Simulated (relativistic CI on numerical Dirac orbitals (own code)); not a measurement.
Hyperfine structure of Gd XXXIX, mass number 155

Calculated at this level of theory: Dirac-Coulomb-Breit CI, KLI orbitals optimised for each configuration, model QED, unscaled Slater integrals (own radial code, finite nucleus).

Configurations in the expansion (outside the closed core [Ne]): 3s2.3p6.3d8, 3s2.3p5.3d9, 3s2.3p4.3d10, 3s.3p6.3d9, 3p6.3d10, 3s.3p5.3d10, 3s2.3p6.3d7.4s, 3s2.3p6.3d7.4p, 3s2.3p6.3d7.4d, 3s2.3p4.3d9.4s, 3s2.3p4.3d9.4p, 3s2.3p5.3d8.4s, 3s2.3p6.3d7.4f, 3s2.3p4.3d9.4d, 3s.3p5.3d9.4s, 3s2.3p5.3d8.4p. Levels of other configurations are missing.

Nuclear spin I = 3/2, μ = -0.2591 μN, Q = 1.27 b (tables of Stone and Pyykkö). The electronic factors are computed for point nuclear moments, without core polarisation or the Bohr-Weisskopf and QED corrections.

```tsv
Level	E (eV)	A (MHz)	B (MHz)
3s2.3p6.3d8 3F_4	0.000	-3849	-37600
3s2.3p6.3d8 1D_2	7.409	-4026	31200
3s2.3p6.3d8 3F_3	31.153	-5584	-20500
3s2.3p6.3d8 3P_2	38.718	-4529	10300
3s2.3p6.3d8 3P_1	43.031	489.6	-21000
3s2.3p6.3d8 1G_4	44.120	-6117	-113000
3s2.3p6.3d8 3F_2	68.128	-9459	7480
3s2.3p5.3d9 3F°_4	326.983	-9606	-329000
```

Levels with J = 0, under 50 % of one LS term, or S terms without an open s electron are left out. Small factors come from cancelling terms and can be off by tens of per cent or more.

At this charge energies of transitions that change n are usually good to better than 1 %, and those within a shell (Δn = 0) to a few per cent. Terms inside the open d or f shell come out 10 to 20 % too wide with unscaled integrals.

Problem. Give the hyperfine levels of 3s2.3p6.3d8 3F_4 relative to its centre of gravity.

Solution. With K = F(F + 1) − I(I + 1) − J(J + 1), E = AK/2 + B[¾K(K + 1) − I(I + 1)J(J + 1)]/[2I(2I − 1)J(2J − 1)]: F = 5/2: 10380, F = 7/2: 22790, F = 9/2: 14540, F = 11/2: -32500 MHz.

LS names give the leading component of a level, which can be under half, so a name can repeat, a term be missing and a line seem to break the LS rules.
